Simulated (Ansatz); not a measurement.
Z-matrix (Å, degrees):
```
Si
N 1 1.789
C 1 2.423 2 31.1
Si 1 2.334 2 78.7 3 2.9
H 1 1.487 2 113.0 3 122.3
H 1 1.487 2 111.7 3 -114.9
H 3 1.098 1 165.6 2 -6.5
Si 4 2.339 1 119.7 2 104.5
H 4 1.493 1 121.9 2 -110.0
H 8 1.488 4 109.9 1 86.9
H 8 1.488 4 111.1 1 -152.6
H 8 1.487 4 109.1 1 -32.5
```

Total charge 0; spin multiplicity 1.

Question: List the PBE/def2-TZVPP orbital energies in eV (Ansatz). (An estimate is asked.)

Answer: Computed: Occupied: -1779.97, -1779.72, -1779.70, -380.50, -270.42, -137.69, -137.50, -137.47, -94.45, -94.40, -94.40, -94.23, -94.22, -94.21, -94.21, -94.18, -94.18, -22.62, -14.80, -14.32, -13.10, -11.71, -10.19, -9.70, -9.53, -8.74, -8.67, -8.09, -7.52, -6.75, -5.48. Lowest empty: -2.39, -1.52, -1.06, -0.74, -0.44, -0.06, 0.47, 0.71.
